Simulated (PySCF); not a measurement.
C₂H₇BrSi, SMILES [SiH2](Br)CC.

Geometry: B3LYP-D3(BJ)/def2-SVP. Other conformers were not sampled.

Calculation: TDDFT-PBE/def2-SVPD (PySCF).

Vertical excitations. 

Q: Estimate the UV-visible absorptions. (An estimate is asked for; the answer gives what the named calculation found.)

A: 
```csv
state,energy (eV),λ (nm),f,main pairs
S1,6.03,206,0.015,HOMO→LUMO 99 %
S2,6.09,203,0.017,HOMO−1→LUMO 99 %
S3,6.69,185,0.013,"HOMO→LUMO+1 61 %, HOMO−1→LUMO+1 37 %"
S4,6.73,184,0.018,"HOMO−1→LUMO+1 62 %, HOMO→LUMO+1 36 %"
S5,7.02,177,0.004,HOMO−2→LUMO 97 %
S6,7.30,170,0.001,"HOMO−1→LUMO+2 74 %, HOMO→LUMO+2 24 %"
S7,7.34,169,0.002,"HOMO→LUMO+2 61 %, HOMO−1→LUMO+2 23 %"
S8,7.45,166,0.002,HOMO→LUMO+3 82 %
S9,7.50,165,0.004,HOMO−1→LUMO+3 82 %
S10,7.57,164,0.015,"HOMO−3→LUMO 68 %, HOMO→LUMO+4 11 %"
T1,5.70,217,0,HOMO→LUMO 98 %
T2,5.74,216,0,HOMO−1→LUMO 98 %
T3,6.52,190,0,HOMO→LUMO+1 97 %
T4,6.59,188,0,HOMO−1→LUMO+1 98 %
```
Triplets are in the Tamm–Dancoff approximation, which puts them higher than full response would, so one can lie above its singlet here.
